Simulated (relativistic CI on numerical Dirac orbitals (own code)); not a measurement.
# Er2+: what numerical and physical settings do to a radial Dirac CI calculation

Reference input:

```
atom Er  Z=68  charge=2  electrons=66
nucleus A=166  rms_radius_fm=5.2516
hamiltonian dirac-coulomb  breit=on  qed=on  c_scale=1
orbitals kli  potential=per-configuration
slater_scale 1
correlation none
mixing on
grid step=0.0125 r_max=67.1
scf mixing=0.4 start=green max_iterations=150 tolerance=2e-08 node_fill=0.05
configurations
  [Xe] 4f12
end
```

Computed lowest total energy -13070.27508 Ha, first excitation 6124.2 cm⁻¹, 14 SCF steps. Runs with settings changed; * marks those that are bad on purpose (the QED terms keep the true α when c is scaled):

```
                                                      Changed        Outcome  Lowest level    ΔE (Ha)  First excitation (cm⁻¹)  SCF steps                                                                     Message
                                              grid step 0.008      converged     4f12 3H_6  -0.000115                   6124.2         14                                                                            
iteration limit 30, start potential previous, SCF mixing 0.05      converged     4f12 3H_6  -1.16e-09                   6124.2         18                                                                            
                                        speed of light × 1.25      converged     4f12 3H_6        225                   4585.3         13                                                                            
                          iteration limit 20, SCF mixing 0.05  not converged                                                           20  SCF of 1s2 2s2 2p6 3s2 3p6 3d10 4s2 4p6 4d10 4f12 5s2 5p6 did not converge
                                          iteration limit 4 *  not converged                                                            4  SCF of 1s2 2s2 2p6 3s2 3p6 3d10 4s2 4p6 4d10 4f12 5s2 5p6 did not converge
                                   nuclear radius 525.16 fm *      converged     4f12 3H_6       1370                   6355.2         13
```

With so few configurations and no correlation, terms lie too far apart (by 10 to 50 % near neutrality), their order can be wrong, and levels of other configurations are missing.
